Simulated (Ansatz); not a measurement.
A ladder of methods for AlI (iodoaluminum)

The species is AlI (2 atoms), meant as a singlet with charge 0. SMILES: `[Al][I]`. Geometry: the measured bond length.

```xyz
2

Al    0.0000    0.0000    0.0000
I     0.0000    0.0000    2.5371
```

Each level gives the energy change with the Al1–I2 bond stretched from 2.537 to 3.806 Å (eV). The values are calculated.

```json
{"level": "HF/STO-3G (restricted)", "kind": "Hartree–Fock", "program": "Ansatz", "value (eV)": "2.89", "less FCI/STO-3G": "0.00", "CPU time (all runs)": "0.67 s"}
{"level": "PBE/STO-3G (restricted)", "kind": "GGA", "program": "Ansatz", "value (eV)": "2.85", "less FCI/STO-3G": "-0.04", "CPU time (all runs)": "2.9 s"}
{"level": "revPBE/STO-3G (restricted)", "kind": "GGA", "program": "Ansatz", "value (eV)": "2.75", "less FCI/STO-3G": "-0.14", "CPU time (all runs)": "3.2 s"}
{"level": "B3LYP/STO-3G (restricted)", "kind": "global hybrid", "program": "Ansatz", "value (eV)": "2.84", "less FCI/STO-3G": "-0.05", "CPU time (all runs)": "3 s"}
{"level": "r2SCAN0/STO-3G (restricted)", "kind": "hybrid meta-GGA", "program": "Ansatz", "value (eV)": "3.01", "less FCI/STO-3G": "+0.12", "CPU time (all runs)": "7.7 s"}
{"level": "CAM-B3LYP/STO-3G (restricted)", "kind": "range-separated hybrid", "program": "Ansatz", "value (eV)": "3.02", "less FCI/STO-3G": "+0.13", "CPU time (all runs)": "3.6 s"}
{"level": "CCSD(T)/STO-3G (restricted)", "kind": "coupled cluster or CI", "program": "Ansatz", "value (eV)": "2.89", "less FCI/STO-3G": "0.00", "CPU time (all runs)": "1 s"}
{"level": "CCSDTQ/STO-3G (restricted)", "kind": "coupled cluster or CI", "program": "Ansatz", "value (eV)": "2.89", "less FCI/STO-3G": "0.00", "CPU time (all runs)": "40 s"}
{"level": "FCI/STO-3G", "kind": "exact in the basis", "program": "Ansatz", "value (eV)": "2.89", "less FCI/STO-3G": "0.00", "CPU time (all runs)": "1.8 s"}
```

FCI/STO-3G is exact within its basis and frozen core, so for wave-function methods in that basis the difference is their error; functionals converge differently with the basis, so for them it is only a difference. All-electron rows without a relativistic Hamiltonian named are non-relativistic. The first shape isn't each level's own minimum. The values span 2.75 to 3.02 eV. All rows use very small basis sets, so none should be taken for the real molecule's value. In the correlated wave-function rows the outer d shell of I is correlated, in sets not made for it. In so small a basis fixed costs decide the times, and correlated methods can beat functionals. CPU times are rough (shared hosts, several kinds of processor and program).
